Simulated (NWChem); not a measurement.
System: BeH₂; SMILES [BeH2]

Input file for NWChem:

```
start job
memory heap 200 mb stack 900 mb global 1100 mb
geometry units angstroms
  Be     0.000000     0.000000     0.000000
  H      0.000000     0.000000     1.338991
  H      0.000000     0.000000    -1.338991
end
basis spherical
  Be library 6-31g*
  H library 6-31g*
end
dft
  xc hfexch
  iterations 150
end
driver
  maxiter 120
end
task dft optimize
task dft freq
```

Excerpt of the output:

```
             Northwest Computational Chemistry Package (NWChem) 7.3.0
             --------------------------------------------------------

 ORDER OF PRIMARY AXIS IS BEING SET TO 4
 D4H symmetry detected

 AUTOZ failed to generate good internal coordinates.
 Cartesian coordinates will be used in optimizations.

                             Geometry "geometry" -> ""
                             -------------------------

 Output coordinates in angstroms (scale by  1.889725989 to convert to a.u.)

  No.       Tag          Charge          X              Y              Z
 ---- ---------------- ---------- -------------- -------------- --------------
    1 Be                   4.0000     0.00000000     0.00000000     0.00000000
    2 H                    1.0000     0.00000000     0.00000000     1.33899100
    3 H                    1.0000     0.00000000     0.00000000    -1.33899100

 Effective nuclear repulsion energy (a.u.)       3.3592508213

      Symmetry information
      --------------------

 Group name             D4h
 Group number             28
 Group order              16
 No. of unique centers     2

  xc_inp: hfexch multiplicative factor not found.

                           NWChem Geometry Optimization
                           ----------------------------

 maximum gradient threshold         (gmax) =   0.000450
 rms gradient threshold             (grms) =   0.000300
 maximum cartesian step threshold   (xmax) =   0.001800
 rms cartesian step threshold       (xrms) =   0.001200
 fixed trust radius                (trust) =   0.300000
 source of zmatrix                         =

          -------------------
          Energy Minimization
          -------------------

 Using diagonal initial Hessian

          --------
          Step   0

                                 NWChem DFT Module
                                 -----------------

 Summary of "ao basis" -> "ao basis" (spherical)
 ------------------------------------------------------------------------------
       Tag                 Description            Shells   Functions and Types
 ---------------- ------------------------------  ------  ---------------------
 Be                          6-31g*                  6       14   3s2p1d
 H                           6-31g*                  2        2   2s

      Symmetry analysis of basis
      --------------------------

        a1g         6
        a1u         0
        a2g         0
        a2u         4
        b1g         1
        b1u         0
        b2g         1
        b2u         0
        eg          2
        eu          4

            General Information
            -------------------
          SCF calculation type: DFT
          Wavefunction type:  closed shell.
          No. of atoms     :     3
          No. of electrons :     6
           Alpha electrons :     3
            Beta electrons :     3
          Charge           :     0
          Spin multiplicity:     1
          Use of symmetry is: on ; symmetry adaption is: on
          Maximum number of iterations: 150
          AO basis - number of functions:    18
                     number of shells:    10
          Convergence on energy requested:  1.00D-06
          Convergence on density requested:  1.00D-05
          Convergence on gradient requested:  5.00D-04

              XC Information
              --------------
                     Hartree-Fock (Exact) Exchange  1.000

      Superposition of Atomic Density Guess
      -------------------------------------

 Sum of atomic energies:         -15.56322911

      Non-variational initial energy
      ------------------------------

 Total energy =     -15.616907
 1-e energy   =     -26.600351
 2-e energy   =       7.624193
 HOMO         =      -0.343313
 LUMO         =       0.058745

      Symmetry analysis of molecular orbitals - initial
      -------------------------------------------------

 !! scf_movecs_sym_adapt:    2 vectors were symmetry contaminated

  Symmetry fudging

 !! scf_movecs_sym_adapt:    2 vectors were symmetry contaminated

  Numbering of irreducible representations:

     1 a1g         2 a1u         3 a2g         4 a2u         5 b1g
     6 b1u         7 b2g         8 b2u         9 eg         10 eu

  Orbital symmetries:

     1 a1g         2 a1g         3 a2u         4 eu          5 eu
     6 a1g         7 a2u         8 a1g         9 eu         10 eu
    11 a2u        12 a1g        13 eg

 !! scf_movecs_sym_adapt:    2 vectors were symmetry contaminated

  Symmetry fudging

 !! scf_movecs_sym_adapt:    2 vectors were symmetry contaminated

   convergence    iter        energy       DeltaE   RMS-Dens  Diis-err
 ---------------- ----- ----------------- --------- --------- ---------
 d= 0,ls=0.0,diis     1    -15.7505310920 -1.91D+01  1.40D-02  4.36D-02

 !! scf_movecs_sym_adapt:    2 vectors were symmetry contaminated

  Symmetry fudging

 !! scf_movecs_sym_adapt:    2 vectors were symmetry contaminated

 d= 0,ls=0.0,diis     2    -15.7644536299 -1.39D-02  5.29D-03  3.23D-03

 !! scf_movecs_sym_adapt:    2 vectors were symmetry contaminated

  Symmetry fudging
 d= 0,ls=0.0,diis     3    -15.7656574598 -1.20D-03  3.70D-04  1.33D-05

 !! scf_movecs_sym_adapt:    2 vectors were symmetry contaminated

  Symmetry fudging
 d= 0,ls=0.0,diis     4    -15.7656624268 -4.97D-06  1.69D-05  3.01D-08

 !! scf_movecs_sym_adapt:    2 vectors were symmetry contaminated

  Symmetry fudging
 d= 0,ls=0.0,diis     5    -15.7656624322 -5.35D-09  2.18D-06  1.85D-10

         Total DFT energy =      -15.765662432194
      One electron energy =      -27.049846025294
           Coulomb energy =       11.376689394471
    Exchange-Corr. energy =       -3.451756622697
 Nuclear repulsion energy =        3.359250821325

 Numeric. integr. density =        0.000000000000

                  Occupations of the irreducible representations
                  ----------------------------------------------

                     irrep           alpha         beta
                     --------     --------     --------
                     a1g               2.0          2.0
                     a1u               0.0          0.0
                     a2g               0.0          0.0
                     a2u               1.0          1.0
                     b1g               0.0          0.0
                     b1u               0.0          0.0
                     b2g               0.0          0.0
                     b2u               0.0          0.0
                     eg                0.0          0.0
                     eu                0.0          0.0

                       DFT Final Molecular Orbital Analysis
                       ------------------------------------

 Vector    1  Occ=2.000000D+00  E=-4.670346D+00  Symmetry=a1g
              MO Center= -3.8D-75,  3.6D-75, -6.5D-21, r^2= 6.6D-02
   Bfn.  Coefficient  Atom+Function         Bfn.  Coefficient  Atom+Function
  ----- ------------  ---------------      ----- ------------  ---------------
     1      0.997406  1 Be s

 Vector    2  Occ=2.000000D+00  E=-4.860053D-01  Symmetry=a1g
              MO Center=  3.5D-17, -1.1D-16, -2.4D-15, r^2= 2.1D+00
   Bfn.  Coefficient  Atom+Function         Bfn.  Coefficient  Atom+Function
  ----- ------------  ---------------      ----- ------------  ---------------
     2      0.259711  1 Be s                  6      0.246008  1 Be s
    16      0.242809  2 H  s                 18      0.242809  3 H  s
    15      0.198995  2 H  s                 17      0.198995  3 H  s
     1     -0.183767  1 Be s                 12      0.058051  1 Be d  0

 Vector    3  Occ=2.000000D+00  E=-4.436400D-01  Symmetry=a2u
              MO Center=  2.3D-33, -4.3D-33,  2.4D-15, r^2= 2.2D+00
   Bfn.  Coefficient  Atom+Function         Bfn.  Coefficient  Atom+Function
  ----- ------------  ---------------      ----- ------------  ---------------
     5      0.385606  1 Be pz                15      0.230660  2 H  s
    17     -0.230660  3 H  s                 16      0.217843  2 H  s
    18     -0.217843  3 H  s                  9      0.141911  1 Be pz

 Vector    4  Occ=0.000000D+00  E= 9.087930D-02  Symmetry=eu
              MO Center=  1.6D-17,  8.3D-16, -1.3D-16, r^2= 3.5D+00
   Bfn.  Coefficient  Atom+Function         Bfn.  Coefficient  Atom+Function
  ----- ------------  ---------------      ----- ------------  ---------------
     8      0.828447  1 Be py                 4      0.233310  1 Be py

 Vector    5  Occ=0.000000D+00  E= 9.087930D-02  Symmetry=eu
              MO Center=  9.5D-16, -2.4D-17,  8.1D-17, r^2= 3.5D+00
   Bfn.  Coefficient  Atom+Function         Bfn.  Coefficient  Atom+Function
  ----- ------------  ---------------      ----- ------------  ---------------
     7      0.828447  1 Be px                 3      0.233310  1 Be px

 Vector    6  Occ=0.000000D+00  E= 2.045799D-01  Symmetry=a1g
              MO Center= -1.0D-15, -7.5D-16, -1.4D-16, r^2= 3.9D+00
   Bfn.  Coefficient  Atom+Function         Bfn.  Coefficient  Atom+Function
  ----- ------------  ---------------      ----- ------------  ---------------
     6      2.057707  1 Be s                 16     -1.025272  2 H  s
    18     -1.025272  3 H  s                  2     -0.237815  1 Be s
    15     -0.126247  2 H  s                 17     -0.126247  3 H  s
     1     -0.121086  1 Be s

     Multipole analysis of the density
     ---------------------------------

     L   x y z        total         alpha         beta         nuclear
     -   - - -        -----         -----         ----         -------
     0   0 0 0     -0.000000     -3.000000     -3.000000      6.000000

     1   1 0 0     -0.000000     -0.000000     -0.000000      0.000000
     1   0 1 0      0.000000      0.000000      0.000000      0.000000
     1   0 0 1     -0.000000     -0.000000     -0.000000      0.000000

     2   2 0 0     -4.818150     -2.409075     -2.409075      0.000000
     2   1 1 0      0.000000      0.000000      0.000000      0.000000
     2   1 0 1     -0.000000     -0.000000     -0.000000      0.000000
     2   0 2 0     -4.818150     -2.409075     -2.409075      0.000000
     2   0 1 1      0.000000      0.000000      0.000000      0.000000
     2   0 0 2     -8.718184    -10.761642    -10.761642     12.805100

[...]

      ----------------------
      Optimization converged
      ----------------------

  Step       Energy      Delta E   Gmax     Grms     Xrms     Xmax
  ---- ---------------- -------- -------- -------- -------- --------
@    2     -15.76567832 -8.5D-10  0.00000  0.00000  0.00003  0.00006
                                     ok       ok       ok       ok

                         Geometry "geometry" -> "geometry"
                         ---------------------------------

 Output coordinates in angstroms (scale by  1.889725989 to convert to a.u.)

  No.       Tag          Charge          X              Y              Z
 ---- ---------------- ---------- -------------- -------------- --------------
    1 Be                   4.0000     0.00000000     0.00000000     0.00000000
    2 H                    1.0000     0.00000000     0.00000000     1.33384755
    3 H                    1.0000     0.00000000     0.00000000    -1.33384755

 Effective nuclear repulsion energy (a.u.)       3.3722044290

      Symmetry information
      --------------------

 Group name             D4h
 Group number             28
 Group order              16
 No. of unique centers     2

 ==============================================================================
                                internuclear distances
 ------------------------------------------------------------------------------
       center one      |      center two      | atomic units |  angstroms
 ------------------------------------------------------------------------------
    2 H                |   1 Be               |     2.52061  |     1.33385
    3 H                |   1 Be               |     2.52061  |     1.33385
 ------------------------------------------------------------------------------
                         number of included internuclear distances:          2
 ==============================================================================

[second-derivative integrals and response iterations left out]

  Vibrational analysis via the FX method

  See chapter 2 in "Molecular Vibrations" by Wilson, Decius and Cross

  Vib: Default input used

 ---------------------------- Atom information ----------------------------
     atom    #        X              Y              Z            mass
 --------------------------------------------------------------------------
    Be       1  0.0000000D+00  0.0000000D+00  0.0000000D+00  9.0121800D+00
    H        2  0.0000000D+00  0.0000000D+00  2.5206064D+00  1.0078250D+00
    H        3  0.0000000D+00  0.0000000D+00 -2.5206064D+00  1.0078250D+00
 --------------------------------------------------------------------------

[unprojected Hessian and modes left out]

        Vibrational analysis via the FX method
  --- with translations and rotations projected out ---
  --- via the Eckart algorithm                      ---
 Dependent rotation vector no.                    3
  found in ECKART; assuming linear geometry
 Projected Nuclear Hessian trans-rot subspace norm:1.9861D-34
                         (should be close to zero!)

[projected Hessian left out]

 Rotational Constants
 --------------------
 A=   0.000000 cm-1  (  0.000000 K)
 B=   4.700809 cm-1  (  6.763264 K)
 C=   4.700809 cm-1  (  6.763264 K)

 Temperature                      =   298.15K
 frequency scaling parameter      =   1.0000

 Linear Molecule

 Zero-Point correction to Energy  =    8.504 kcal/mol  (  0.013553 au)
 Thermal correction to Energy     =   10.099 kcal/mol  (  0.016094 au)
 Thermal correction to Enthalpy   =   10.691 kcal/mol  (  0.017038 au)

 Total Entropy                    =   41.747 cal/mol-K
   - Translational                =   33.131 cal/mol-K (mol. weight =  11.0278)
   - Rotational                   =    8.130 cal/mol-K (symmetry #  =        2)
   - Vibrational                  =    0.486 cal/mol-K

 Cv (constant volume heat capacity) =    6.414 cal/mol-K
   - Translational                  =    2.979 cal/mol-K
   - Rotational                     =    1.986 cal/mol-K
   - Vibrational                    =    1.448 cal/mol-K

[normal modes left out]

 ----------------------------------------------------------------------------
 Normal Eigenvalue ||           Projected Infra Red Intensities
  Mode   [cm**-1]  || [atomic units] [(debye/angs)**2] [(KM/mol)] [arbitrary]
 ------ ---------- || -------------- ----------------- ---------- -----------
    1       -0.000 ||    0.000000           0.000         0.000       0.000
    2       -0.000 ||    0.000000           0.000         0.000       0.000
    3       -0.000 ||    0.000000           0.000         0.000       0.000
    4        0.000 ||    0.000000           0.000         0.000       0.000
    5        0.000 ||    0.000000           0.000         0.000       0.000
    6      760.160 ||    0.340885           7.864       332.312      30.636
    7      760.160 ||    0.340885           7.864       332.312      30.636
    8     2107.020 ||    0.000000           0.000         0.000       0.000
    9     2324.477 ||    0.319652           7.375       311.612      28.728
 ----------------------------------------------------------------------------
```

Level: Hartree-Fock/6-31G* (spherical d).
